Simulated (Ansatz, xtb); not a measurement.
Relaxing a trial structure of BF2H2Si

The starting geometry of this gas-phase doublet has its atoms placed at random.

```xyz
6

B    -0.0636    0.8202   -0.5877
F    -1.4529    0.5760   -1.1964
F    -0.5243    0.1415   -1.8378
Si    0.4350   -0.7730    0.1046
H    -1.0262   -0.5602   -0.0162
H     0.4527    2.1082   -0.2893
```

Question: One run relaxed it with r2SCAN-D4/def2-SVP. What is a likely outcome?

Answer: It ends as a structure with F3 bridging Si4 and B1, given below by its coordinates. Distances that change by over a tenth: B1–F2 (1.54 → 1.33 Å), B1–Si4 (1.81 → 2.15 Å), B1–H6 (1.42 → 1.20 Å), F3–Si4 (2.35 → 1.97 Å). Contacts that open: F2–F3 (1.21 → 2.34 Å).

The energy falls by 15.65 eV over 18 steps:

| step | E − E(last) (eV) |
| --- | --- |
| 1 | 15.647 |
| 3 | 4.982 |
| 5 | 0.981 |
| 7 | 0.185 |
| 9 | 0.067 |
| 10 | 0.052 |
| 12 | 0.011 |
| 14 | 0.001 |
| 16 | 0.000 |
| 18 | 0.000 |

Final geometry (Å):

```yaml
atoms:
  - { symbol: B, position_ang: [-0.3448, 1.1743, -0.7959] }
  - { symbol: F, position_ang: [-1.6393, 1.4784, -0.8521] }
  - { symbol: F, position_ang: [-0.0236, -0.0255, -1.6395] }
  - { symbol: Si, position_ang: [0.2021, -0.6444, 0.2166] }
  - { symbol: H, position_ang: [-0.8893, -1.6852, 0.0449] }
  - { symbol: H, position_ang: [0.5155, 2.0152, -0.7966] }
```

From the same start GFN2-xTB ends elsewhere, differing in F3–Si4 (2.82 against 1.97 Å here).

From so rough a start the end depends on the optimiser's path, so another program may land elsewhere. No frequencies were run, so the end isn't proven a minimum. Open shells are spin-unrestricted. Run with Ansatz 0.2.0, 86 s on 2 threads of Intel(R) Xeon(R) Platinum 8259CL CPU @ 2.50GHz (Skylake/Cascade Lake), with other jobs on the host.
